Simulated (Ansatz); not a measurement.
Cost and result for the atomization energy of C2H7AlFN (12 atoms, 11 bonds).

```xyz
12

C     0.859   -1.239   -0.683
Al   -0.538   -0.934    0.693
C    -0.824    1.120    0.508
N     0.014    1.802   -0.192
F    -2.049   -1.577    0.330
H     1.814   -0.746   -0.457
H     0.554   -0.945   -1.695
H     1.095   -2.307   -0.741
H    -0.092   -1.043    2.233
H    -1.580    1.752    0.982
H     0.752    1.306   -0.685
H    -0.004    2.810   -0.294
```

The species carries charge 0 and has multiplicity 1. The bonds changed during the relaxation, so this is another structure than the one it started from. The geometry is a stationary point of PBE0-D4/def2-TZVP. It is one conformer, not always the lowest. Program: Ansatz. All runs use 4 threads of an Arm Neoverse V1 on a shared host. Times are those of one run each, without the atoms' runs, and a repeat can differ threefold. Electronic energies, without spin–orbit coupling; frozen cores. CCSD(T)/CBS adds CCSD(T) − MP2 in def2-TZVPP to the MP2 limit, and its time is that of the two runs behind it. T1 = 0.014. B3LYP takes the VWN-RPA correlation (the form of Gaussian; ORCA's B3LYP/G).

CCSD(T)/CBS is a level of theory with its own doubt, some kJ/mol a heavy atom from the limit and from the frozen cores, so smaller differences don't rank the functionals.

| level | functions | wall time | atomization (kcal/mol) | difference from CCSD(T)/CBS | per bond |
| --- | --- | --- | --- | --- | --- |
| PBE-D4/def2-TZVPP (with forces) | 264 | 2.7 s | 1050.8 | 13.5 | 1.2 |
| PBE0-D4/def2-TZVPP | 264 | 3 s | 1031.7 | -5.6 | -0.5 |
| B3LYP-D4/def2-TZVPP (with forces) | 264 | 4.8 s | 1037.1 | -0.2 | 0.0 |
| r2SCAN-D4/def2-TZVPP (with forces) | 264 | 5 s | 1035.4 | -1.9 | -0.2 |
| B2PLYP/def2-TZVPP | 264 | 6 s | 1025.4 | -11.9 | -1.1 |
| ωB97X-V/def2-TZVPP | 264 | 8.5 s | 1037.7 | 0.4 | 0.0 |
| ωB97M-V/def2-TZVPP (with forces) | 264 | 12 s | 1039.0 | 1.7 | 0.2 |
| MP2/def2-QZVPP | 508 | 24 s | 1037.6 | 0.3 | 0.0 |
| CCSD(T)/def2-TZVPP | 264 | 3.3 min | 1009.3 | -28.0 | -2.5 |
| CCSD(T)/CBS(def2) | – | 3.7 min | 1037.3 | 0.0 | 0.0 |

In def2-TZVPP, CCSD(T) changes the Hartree–Fock value by +252.8 kcal/mol (the triples alone add +13.8 kcal/mol) and MP2 by +264.4 kcal/mol; breaking electron pairs costs correlation energy, which Hartree–Fock lacks. The D4 term adds +7.9 kcal/mol with B3LYP and +4.2 kcal/mol with PBE0; it sums over pairs of atoms, weighted by their polarisabilities, and B3LYP, whose exchange is more repulsive, gets the larger term. From PBE to PBE0 (25 % exact exchange), in def2-TZVPP and without D4, the atomization energy moves by −18.3 kcal/mol: exact exchange takes away binding that semilocal exchange gives to molecules.
